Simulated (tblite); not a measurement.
Species: C₃H₁₂SSi₃.
Atom-mapped SMILES: `[CH2:1]=[CH:2][SiH2:3][CH2:4][SiH2:5][S:6][SiH3:7]` (hydrogens: H8, H9 on C1; H10 on C2; H11, H12 on Si3; H13, H14 on C4; H15, H16 on Si5; H17, H18, H19 on Si7)

Computed with GFN2-xTB (tblite), gas phase: L-BFGS steps from a force-field or distance-geometry start until the largest atomic force falls under 0.01 eV/Å.

Geometry at step 2:
```
atom  x, y, z in Å
C1     -2.8304    1.5752   -0.5686
C2     -2.9844    0.5354    0.2269
Si3    -2.0792   -1.0938    0.0342
C4     -0.5286   -0.7597   -1.0097
Si5     0.9047   -0.3874    0.1526
S6      2.5201    0.2846   -1.1116
Si7     4.2169    0.3074    0.2075
H8     -2.1427    1.5803   -1.4161
H9     -3.4074    2.4577   -0.3775
H10    -3.6806    0.6002    1.0514
H11    -2.8785   -2.0489   -0.7114
H12    -1.7644   -1.6007    1.3728
H13    -0.3060   -1.6100   -1.6433
H14    -0.7219    0.0941   -1.6500
H15     0.5907    0.6875    1.1002
H16     1.4017   -1.5825    0.8317
H17     4.1009   -0.8829    1.0459
H18     4.1086    1.5137    1.0201
H19     5.4706    0.3391   -0.5473
```

Task: What forces act on the atoms?

Result: 
| atom | Fx (eV/Å) | Fy (eV/Å) | Fz (eV/Å) |
| --- | --- | --- | --- |
| C1 | 0.094 | 0.123 | -0.201 |
| C2 | 0.116 | -0.439 | 0.137 |
| Si3 | 0.113 | 0.038 | -0.133 |
| C4 | -0.025 | -0.024 | 0.468 |
| Si5 | 0.174 | 0.114 | -0.154 |
| S6 | 0.294 | 0.034 | 0.006 |
| Si7 | 0.012 | 0.046 | 0.050 |
| H8 | -0.375 | 0.088 | 0.389 |
| H9 | 0.006 | 0.426 | -0.231 |
| H10 | -0.092 | 0.103 | 0.001 |
| H11 | -0.285 | -0.255 | -0.057 |
| H12 | 0.017 | -0.071 | 0.002 |
| H13 | 0.076 | -0.028 | -0.091 |
| H14 | 0.127 | -0.043 | -0.149 |
| H15 | 0.075 | -0.094 | -0.044 |
| H16 | -0.057 | 0.023 | 0.060 |
| H17 | 0.063 | 0.024 | -0.030 |
| H18 | -0.020 | 0.000 | 0.030 |
| H19 | -0.312 | -0.063 | -0.054 |

The largest, 0.55 eV/Å, acts on H8; the rms over all components is 0.167 eV/Å. The forces sum to zero within rounding, as they must for an isolated molecule in no field.

Task: Give the force on H8 in Eh/bohr and in nN.

Result: 0.547 eV/Å ÷ 51.422 = 0.01065 Eh/bohr, and 0.547 eV/Å × 1.602 = 0.88 nN.

Task: How far is this geometry from the end of the optimisation?

Result: 0.153 eV above it, and 0.405 Å rms away after alignment. The bonds farthest from their final lengths, with half the difference of the two atoms' forces along the bond (positive lengthens):

```
   bond  now (Å)  final (Å)  force along bond (eV/Å)
Si3–H11    1.452      1.471                    +0.19
 S6–Si7    2.149      2.136                    -0.10
  C1–H8    1.091      1.078                    -0.38
Si7–H19    1.464      1.451                    -0.11
  C1–H9    1.072      1.080                    +0.15
 C2–Si3    1.874      1.882                    -0.19
```

The angle farthest from its final value is S6–Si7–H19, 111.1° against 103.5°.

Of the 4 listed bonds off by 0.010 Å or more, this force points towards the final length in 4.

What follows is the cost of the whole relaxation. Hardware: Arm Neoverse N1, one thread, shared host with 64 logical CPUs at a one-minute load of 60. Cost: 2.1 s.
